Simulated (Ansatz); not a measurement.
Geometry optimisation, UKS PBE-D4/def2-SVP (Ansatz).

Input:

```yaml
crystal:
  periodic: [false, false, false]
  atoms:
    - { symbol: Si, position_ang: [-0.1926, -0.3382, -0.4611] }
    - { symbol: As, position_ang: [0.8315, -0.18, 1.5792] }
    - { symbol: H, position_ang: [-1.6044, 0.3247, -0.3771] }
    - { symbol: H, position_ang: [-0.3095, -1.6904, -0.8766] }
    - { symbol: H, position_ang: [0.5526, 0.4191, -1.4993] }
    - { symbol: H, position_ang: [2.14395, -0.90571, 1.07519] }
magnetization:
  spin_polarized: true
  initial_magnetization: 1
basis:
  gaussian: { orbitals: def2-SVP }
hamiltonian:
  xc: pbe
  dispersion: d4
relax:
  f_tol: 0.015
  max_steps: 40
```

Launched with:

```bash
$ ansatz run input.yaml --threads 1 --pin off --max-ram 2048MiB --backend cpu --events-out ev --progress --plain --runs-dir out
```

Task: Where does it end, and by what steps?

Result: The run converged. After 3 steps the energy has fallen by 0.169 eV; As2 moved furthest, 0.08 Å.

```tsv
step	energy less start (eV)	largest force component (eV/Å)	accepted
0	0.0000	1.798	yes
1	-0.1472	0.658	yes
2	-0.1671	0.108	yes
3	-0.1693	0.013	yes
```

```xyz
6
Properties=species:S:1:pos:R:3
Si -0.206 -0.311 -0.472
As 0.870 -0.165 1.648
H -1.578 0.299 -0.365
H -0.350 -1.744 -0.918
H 0.574 0.437 -1.524
H 2.111 -0.888 1.071
```

The run took 14 s on 1 thread of AMD EPYC 7R43 64-Core Processor (Zen 3), with other jobs on the host, peak memory 0.13 GiB.
